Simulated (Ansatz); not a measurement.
A nudged elastic band was laid between two geometries of CH6Ge + ClH (10 atoms, charge 0, multiplicity 1).

Method: RKS PBE0-D4/def2-SVP in Ansatz.

```
movable images  : 7
climbing image  : yes
spring          : 5.0 eV/Å²
optimiser       : quadratic models (default)
start path      : through a guess of the saddle point
force threshold : 0.03 eV/Å
iteration limit : 60
end points      : relaxed
```

First end point:

```xyz
10
Properties=species:S:1:pos:R:3
Ge -0.373 -0.349 -0.945
H 0.729 0.635 -1.423
H -0.417 -1.511 -1.957
H -1.715 0.406 -0.980
C 0.043 -0.974 0.853
H 0.839 2.218 -0.117
Cl 0.522 2.850 0.961
H -0.765 -1.615 1.232
H 0.158 -0.111 1.524
H 0.979 -1.550 0.852
```

Last end point:

```xyz
10
Properties=species:S:1:pos:R:3
Ge -1.040 0.109 -0.345
H 2.538 0.911 -1.310
H -0.580 -0.170 -1.785
H -2.568 -0.027 -0.219
C -0.085 -0.950 0.968
H 2.019 1.391 -1.026
Cl -0.585 2.200 0.051
H -0.302 -2.019 0.823
H -0.393 -0.659 1.982
H 0.996 -0.785 0.863
```

What changes between the two ends?

Bonds broken: Ge1–H2, H6–Cl7. Bonds formed: Ge1–Cl7, H2–H6. CH6Ge + ClH becomes CH5ClGe + H2.

Give the energies along the band, and the barrier.

The run converged. The highest image is number 3 of 0 to 8, 36.9 kcal/mol above the first end and 48.4 kcal/mol above the last; the last end lies 11.5 kcal/mol below the first. Neighbouring images differ by up to 1.3 eV, so the band resolves the path poorly. A vibrational analysis at the climbing image gives one clearly imaginary mode, 924i cm⁻¹: a first-order saddle point. The orbitals stay closed-shell, which can raise the energy where a bond breaks towards radicals; this wasn't checked here.

```
image  path coordinate (Å)  energy (kcal/mol)  Ge1–H2 (Å)  H6–Cl7 (Å)  Ge1–Cl7 (Å)
    0                 0.00                0.0        1.55        1.29         3.83
    1                 0.81                0.7        1.55        1.29         3.67
    2                 1.62                7.6        1.58        1.33         3.11
    3                 2.43               36.9        1.86        1.77         2.63
    4                 3.11               17.8        2.28        2.09         2.32
    5                 3.79               -1.5        2.74        2.32         2.20
    6                 4.48               -9.8        3.23        2.60         2.18
    7                 5.16              -11.4        3.75        2.87         2.18
    8                 5.85              -11.5        3.79        2.93         2.18
```

What is the geometry of the highest image?


```xyz
10
Properties=species:S:1:pos:R:3
Ge -0.466 0.050 -0.604
H 1.011 0.780 -1.458
H -0.324 -0.892 -1.839
H -1.790 0.797 -0.774
C -0.010 -0.947 0.987
H 0.952 1.379 -0.803
Cl 0.352 2.219 0.639
H -0.372 -1.981 0.895
H -0.437 -0.448 1.865
H 1.084 -0.957 1.093
```

Time of the run: 9.8 min on 2 threads of Arm Neoverse V2, with other jobs on the host, peak memory 0.22 GiB.
